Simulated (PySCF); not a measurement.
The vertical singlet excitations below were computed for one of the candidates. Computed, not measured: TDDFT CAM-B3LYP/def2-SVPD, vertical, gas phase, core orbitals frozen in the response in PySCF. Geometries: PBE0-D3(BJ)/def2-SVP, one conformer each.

| state | E (eV) | λ (nm) | f |
| --- | --- | --- | --- |
| S1 | 5.24 | 236.4 | 0.0076 |
| S2 | 5.85 | 212.1 | 0.0012 |
| S3 | 6.06 | 204.6 | 0.050 |
| S4 | 6.49 | 191.0 | 0.070 |
| S5 | 6.55 | 189.3 | 0.055 |
| S6 | 6.66 | 186.2 | 0.039 |
| S7 | 6.73 | 184.1 | 0.0069 |
| S8 | 6.90 | 179.7 | 0.091 |
| S9 | 7.05 | 175.9 | 0.0087 |
| S10 | 7.19 | 172.4 | 0.042 |

Triplets computed (Tamm–Dancoff): 4.83, 5.52, 5.57, 5.91 eV.

Problem. Which structure fits?
A. `[SiH3]B([SiH3])[SiH3]`
B. `[SiH3]S[SiH]([SiH3])[SiH3]`
C. `C1SCCC=1`

Solution. B. Its S1, at 5.24 eV, is the highest among the candidates; the nearest of the others has S1 at 4.87 eV. S1 is HOMO→LUMO (93%). Löwdin shares by element: HOMO sulfur 51%, silicon 32% or more (atoms not listed hold the other 17%); LUMO silicon 43% or more, sulfur 24% (atoms not listed hold the other 33%). At the same level the other candidates give, for their lowest levels:
- `[SiH3]B([SiH3])[SiH3]`: 3.32 eV (f 0.000 summed over 2 states); 5.84 eV (f 0.013); 6.23 eV (f 0.215 summed over 2 states); 6.35 eV (f 0.001 summed over 2 states); 6.66 eV (f 0.000); T1 2.64 eV; HOMO -9.33, LUMO -2.00 eV
- `C1=CSCC1`: 4.87 eV (f 0.006); 5.39 eV (f 0.120); 5.67 eV (f 0.009); 6.25 eV (f 0.026); 6.48 eV (f 0.028); T1 3.59 eV; HOMO -7.15, LUMO 1.21 eV

The values belong to the conformer `[SiH3:1][S:2][SiH:3]([SiH3:4])[SiH3:5]`: Si1–S2–Si3–Si4 -79°.
